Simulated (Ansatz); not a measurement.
Consider the redistribution: `ClB1CC1Cl` + `[NH2][Al]([NH2])[SH]` → `SB1CC1Cl` + `[NH2][Al]([NH2])[Cl]`.

Isolated molecules relaxed with PBE0-D4/def2-TZVP in Ansatz; ΔE leaves out vibrations. CCSD(T)/CBS is the MP2 limit (def2-TZVPP, def2-QZVPP) plus CCSD(T) − MP2 in def2-TZVPP, frozen cores. Functionals use def2-TZVPP. Each species was taken in one conformer, which may not be the lowest.

`ClB1CC1Cl`:

Z-matrix (Å, degrees):
```
C
B 1 1.516
C 1 1.550 2 59.5
H 1 1.088 2 117.9 3 107.7
H 1 1.086 2 123.4 3 -101.0
Cl 2 1.708 1 149.6 3 -167.8
Cl 3 1.759 1 118.9 2 108.6
H 3 1.084 1 115.3 2 -114.8
```

`[NH2][Al]([NH2])[SH]`:

Z-matrix (Å, degrees):
```
N
Al 1 1.765
H 1 1.006 2 124.9
H 1 1.006 2 124.9 3 -178.3
N 2 1.763 1 121.7 3 171.1
S 2 2.191 1 120.7 3 -8.8
H 5 1.006 2 124.2 1 172.0
H 5 1.006 2 125.5 1 -8.7
H 6 1.344 2 93.0 1 -13.1
```

`SB1CC1Cl`:

```xyz
9

S    -2.366   -0.096   -0.364
B    -0.675    0.074    0.027
C     0.506    1.006    0.291
C     0.738   -0.500    0.142
Cl    1.552   -1.105   -1.297
H    -2.377   -1.426   -0.579
H     0.827    1.649   -0.525
H     0.722    1.418    1.272
H     1.073   -1.020    1.032
```

`[NH2][Al]([NH2])[Cl]`:

Z-matrix (Å, degrees):
```
N
Al 1 1.758
H 1 1.006 2 123.6
H 1 1.006 2 125.8 3 -180.0
N 2 1.758 1 123.5 3 -180.0
Cl 2 2.099 1 118.2 3 0.0
H 5 1.006 2 125.8 1 0.0
H 5 1.006 2 123.6 1 180.0
```

Is it downhill or uphill in electronic energy at CCSD(T)/CBS, and by how much? (Estimate.)

Computed: Downhill: ΔE = -0.69 eV.

What do these levels give: revPBE, r2SCAN, CAM-B3LYP, SCS-MP2/def2-TZVPP, CCSD/def2-TZVPP, MP2/CBS(def2)? (Estimate.)

Computed: revPBE -0.67, r2SCAN -0.72, CAM-B3LYP -0.71, SCS-MP2/def2-TZVPP -0.70, CCSD/def2-TZVPP -0.69, MP2/CBS(def2) -0.71 eV.

What do rigid-rotor, harmonic-oscillator terms from PBE0-D4/def2-TZVP frequencies (298.15 K, 1 bar) make of the CCSD(T)/CBS value? (Best estimate.)

Computed: ΔZPE = +0.05 eV, ΔH = -0.66 eV, ΔS = -20 J/(mol·K), ΔG = -0.60 eV.

Largest T1 diagnostic among the species: 0.012.

Leaving LDA and LC-ωPBE aside and taking each functional with its dispersion term where it has one, the values, not all of them listed here, spread over 0.04 eV, from BHLYP-D4 to PBE-D4. At CCSD(T), def2-SVP lies −0.04 eV from the extrapolated value and def2-TZVPP +0.00 eV.
